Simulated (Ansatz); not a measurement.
Born–Oppenheimer molecular dynamics of a periodic cell of 17 atoms, Ba$_{16}$O (host Ba, host structure bcc, interstitial O). It starts from a partly relaxed structure (largest force component 0.06 eV/Å).

All numbers below come from DFT PBE, scalar-relativistic, plane waves, PAW in Ansatz 0.2.0. Settings: cutoff 420 eV, k mesh 1x1x1, fermi-dirac smearing 0.15 eV, no spin polarisation.

* ensemble: NVT, Langevin thermostat
* time step: 6 fs
* steps asked: 200
* set temperature: 900 K
* friction: 0.005 /fs
* seed: 848787

Frames 6 fs apart, positions in Å.

Velocities at 540 fs (Å/ps):

```
Ba 2.79 -1.91 0.27
Ba -0.90 -4.76 -0.55
Ba 0.96 5.53 3.41
Ba -0.54 -1.32 1.86
Ba 3.77 -0.71 -0.66
Ba 2.04 -3.26 -2.68
Ba -2.93 -3.01 1.26
Ba -0.25 -0.25 -1.11
Ba -0.83 -2.56 2.79
Ba 0.21 -1.43 -2.82
Ba -0.59 1.20 1.05
Ba 0.93 -0.11 0.70
Ba 2.91 -1.92 -1.35
Ba -0.72 -2.69 -2.05
Ba 4.00 2.54 2.46
Ba -1.57 -1.25 0.35
O 6.99 -0.34 -13.14
```

```xyz
17
Lattice="10.0400 0.0000 0.0000 0.0000 10.0400 0.0000 0.0000 0.0000 10.0400" Properties=species:S:1:pos:R:3 time_fs=540 energy_less_start_eV=2.325 T=827
Ba 0.292 -0.026 -0.022
Ba 5.014 -0.040 -0.401
Ba 0.234 5.169 0.524
Ba -0.510 -0.243 4.682
Ba 2.501 2.968 2.926
Ba 4.913 5.145 0.088
Ba 5.172 0.377 5.007
Ba 7.664 2.792 2.158
Ba -0.308 5.113 4.545
Ba 2.302 7.690 2.343
Ba 2.356 2.454 7.676
Ba 4.967 4.582 5.029
Ba 7.635 7.697 2.405
Ba 7.843 2.660 7.477
Ba 2.680 7.443 7.449
Ba 7.706 7.582 7.476
O -0.065 3.599 2.449
17
Lattice="10.0400 0.0000 0.0000 0.0000 10.0400 0.0000 0.0000 0.0000 10.0400" Properties=species:S:1:pos:R:3 time_fs=546 energy_less_start_eV=2.410 T=783
Ba 0.305 -0.033 -0.023
Ba 5.011 -0.071 -0.404
Ba 0.241 5.203 0.542
Ba -0.511 -0.248 4.694
Ba 2.522 2.961 2.923
Ba 4.924 5.126 0.070
Ba 5.155 0.359 5.016
Ba 7.663 2.792 2.152
Ba -0.312 5.100 4.563
Ba 2.305 7.684 2.324
Ba 2.353 2.462 7.680
Ba 4.973 4.579 5.031
Ba 7.653 7.687 2.398
Ba 7.840 2.646 7.465
Ba 2.704 7.459 7.460
Ba 7.696 7.575 7.482
O -0.017 3.600 2.377
17
Lattice="10.0400 0.0000 0.0000 0.0000 10.0400 0.0000 0.0000 0.0000 10.0400" Properties=species:S:1:pos:R:3 time_fs=552 energy_less_start_eV=2.502 T=744
Ba 0.315 -0.034 -0.029
Ba 5.008 -0.102 -0.404
Ba 0.251 5.234 0.555
Ba -0.512 -0.248 4.702
Ba 2.539 2.952 2.921
Ba 4.931 5.108 0.049
Ba 5.136 0.342 5.029
Ba 7.666 2.793 2.149
Ba -0.315 5.089 4.583
Ba 2.310 7.683 2.301
Ba 2.347 2.469 7.679
Ba 4.981 4.574 5.031
Ba 7.670 7.679 2.390
Ba 7.840 2.632 7.453
Ba 2.725 7.479 7.469
Ba 7.687 7.567 7.492
O 0.034 3.604 2.314
17
Lattice="10.0400 0.0000 0.0000 0.0000 10.0400 0.0000 0.0000 0.0000 10.0400" Properties=species:S:1:pos:R:3 time_fs=558 energy_less_start_eV=2.596 T=706
Ba 0.325 -0.032 -0.035
Ba 5.005 -0.132 -0.401
Ba 0.261 5.261 0.565
Ba -0.509 -0.243 4.710
Ba 2.555 2.945 2.917
Ba 4.938 5.089 0.029
Ba 5.117 0.324 5.044
Ba 7.670 2.797 2.148
Ba -0.319 5.078 4.603
Ba 2.318 7.684 2.279
Ba 2.339 2.475 7.676
Ba 4.992 4.567 5.032
Ba 7.686 7.671 2.384
Ba 7.838 2.618 7.444
Ba 2.736 7.498 7.482
Ba 7.676 7.558 7.503
O 0.086 3.613 2.260
17
Lattice="10.0400 0.0000 0.0000 0.0000 10.0400 0.0000 0.0000 0.0000 10.0400" Properties=species:S:1:pos:R:3 time_fs=564 energy_less_start_eV=2.668 T=651
Ba 0.336 -0.033 -0.037
Ba 5.006 -0.163 -0.396
Ba 0.271 5.284 0.573
Ba -0.502 -0.231 4.718
Ba 2.569 2.942 2.913
Ba 4.951 5.070 0.013
Ba 5.097 0.304 5.055
Ba 7.673 2.797 2.144
Ba -0.321 5.062 4.623
Ba 2.325 7.686 2.258
Ba 2.330 2.481 7.674
Ba 5.006 4.564 5.030
Ba 7.697 7.664 2.381
Ba 7.833 2.605 7.437
Ba 2.746 7.516 7.496
Ba 7.663 7.549 7.516
O 0.138 3.631 2.225
17
Lattice="10.0400 0.0000 0.0000 0.0000 10.0400 0.0000 0.0000 0.0000 10.0400" Properties=species:S:1:pos:R:3 time_fs=570 energy_less_start_eV=2.694 T=657
Ba 0.351 -0.038 -0.039
Ba 5.014 -0.194 -0.393
Ba 0.278 5.302 0.575
Ba -0.492 -0.215 4.725
Ba 2.577 2.938 2.911
Ba 4.967 5.051 -0.004
Ba 5.074 0.283 5.061
Ba 7.676 2.793 2.140
Ba -0.318 5.046 4.641
Ba 2.333 7.687 2.240
Ba 2.321 2.482 7.673
Ba 5.022 4.565 5.030
Ba 7.702 7.661 2.377
Ba 7.829 2.595 7.433
Ba 2.760 7.536 7.509
Ba 7.652 7.540 7.531
O 0.188 3.646 2.216
17
Lattice="10.0400 0.0000 0.0000 0.0000 10.0400 0.0000 0.0000 0.0000 10.0400" Properties=species:S:1:pos:R:3 time_fs=576 energy_less_start_eV=2.669 T=682
Ba 0.364 -0.038 -0.042
Ba 5.027 -0.220 -0.391
Ba 0.283 5.317 0.566
Ba -0.477 -0.198 4.728
Ba 2.582 2.929 2.911
Ba 4.986 5.032 -0.020
Ba 5.050 0.262 5.065
Ba 7.675 2.785 2.139
Ba -0.313 5.034 4.657
Ba 2.349 7.687 2.226
Ba 2.313 2.481 7.673
Ba 5.040 4.570 5.033
Ba 7.704 7.663 2.377
Ba 7.823 2.588 7.432
Ba 2.775 7.561 7.523
Ba 7.645 7.532 7.548
O 0.231 3.642 2.228
17
Lattice="10.0400 0.0000 0.0000 0.0000 10.0400 0.0000 0.0000 0.0000 10.0400" Properties=species:S:1:pos:R:3 time_fs=582 energy_less_start_eV=2.593 T=735
Ba 0.370 -0.034 -0.045
Ba 5.045 -0.243 -0.386
Ba 0.287 5.322 0.552
Ba -0.457 -0.176 4.731
Ba 2.584 2.921 2.910
Ba 5.007 5.012 -0.034
Ba 5.026 0.237 5.070
Ba 7.677 2.777 2.139
Ba -0.309 5.024 4.674
Ba 2.370 7.687 2.214
Ba 2.303 2.476 7.672
Ba 5.060 4.579 5.036
Ba 7.699 7.665 2.379
Ba 7.814 2.583 7.432
Ba 2.787 7.588 7.535
Ba 7.641 7.524 7.565
O 0.258 3.635 2.259
17
Lattice="10.0400 0.0000 0.0000 0.0000 10.0400 0.0000 0.0000 0.0000 10.0400" Properties=species:S:1:pos:R:3 time_fs=588 energy_less_start_eV=2.481 T=803
Ba 0.373 -0.028 -0.044
Ba 5.063 -0.257 -0.378
Ba 0.293 5.322 0.535
Ba -0.437 -0.152 4.740
Ba 2.582 2.912 2.905
Ba 5.030 4.991 -0.046
Ba 5.002 0.210 5.073
Ba 7.681 2.769 2.139
Ba -0.308 5.016 4.691
Ba 2.394 7.691 2.207
Ba 2.288 2.473 7.670
Ba 5.084 4.591 5.040
Ba 7.691 7.668 2.380
Ba 7.804 2.579 7.433
Ba 2.798 7.613 7.544
Ba 7.637 7.514 7.582
O 0.277 3.631 2.300
17
Lattice="10.0400 0.0000 0.0000 0.0000 10.0400 0.0000 0.0000 0.0000 10.0400" Properties=species:S:1:pos:R:3 time_fs=594 energy_less_start_eV=2.346 T=782
Ba 0.372 -0.020 -0.043
Ba 5.084 -0.264 -0.371
Ba 0.297 5.318 0.516
Ba -0.416 -0.131 4.751
Ba 2.579 2.899 2.894
Ba 5.054 4.970 -0.058
Ba 4.981 0.182 5.076
Ba 7.688 2.760 2.142
Ba -0.308 5.008 4.710
Ba 2.419 7.700 2.200
Ba 2.269 2.474 7.667
Ba 5.106 4.608 5.045
Ba 7.682 7.671 2.381
Ba 7.790 2.575 7.433
Ba 2.806 7.636 7.550
Ba 7.637 7.507 7.598
O 0.286 3.634 2.352
17
Lattice="10.0400 0.0000 0.0000 0.0000 10.0400 0.0000 0.0000 0.0000 10.0400" Properties=species:S:1:pos:R:3 time_fs=600 energy_less_start_eV=2.190 T=827
Ba 0.367 -0.016 -0.045
Ba 5.109 -0.269 -0.365
Ba 0.296 5.307 0.498
Ba -0.395 -0.112 4.765
Ba 2.572 2.886 2.882
Ba 5.081 4.952 -0.067
Ba 4.964 0.154 5.081
Ba 7.693 2.752 2.145
Ba -0.302 5.001 4.732
Ba 2.442 7.709 2.199
Ba 2.251 2.476 7.664
Ba 5.125 4.628 5.046
Ba 7.670 7.671 2.382
Ba 7.774 2.571 7.431
Ba 2.808 7.658 7.555
Ba 7.637 7.503 7.614
O 0.286 3.652 2.418
17
Lattice="10.0400 0.0000 0.0000 0.0000 10.0400 0.0000 0.0000 0.0000 10.0400" Properties=species:S:1:pos:R:3 time_fs=606 energy_less_start_eV=2.037 T=874
Ba 0.361 -0.012 -0.045
Ba 5.134 -0.274 -0.361
Ba 0.294 5.291 0.480
Ba -0.376 -0.095 4.782
Ba 2.562 2.875 2.874
Ba 5.108 4.938 -0.075
Ba 4.948 0.125 5.086
Ba 7.695 2.742 2.149
Ba -0.292 4.995 4.749
Ba 2.467 7.720 2.202
Ba 2.233 2.478 7.659
Ba 5.144 4.651 5.041
Ba 7.652 7.672 2.382
Ba 7.761 2.566 7.426
Ba 2.808 7.678 7.556
Ba 7.638 7.502 7.633
O 0.285 3.678 2.490
```

Of the whole run (1200 fs, mean temperature of the second half 893 K): A run of 1.2 ps of so small a system gives no equilibrium averages. Limits of this set-up: coarse k mesh, a small cell, in which the defect meets its images.

Run time: 8.9 min on 2 threads of Intel(R) Xeon(R) Platinum 8488C (Sapphire Rapids), with other jobs on the host, peak memory 0.96 GiB.
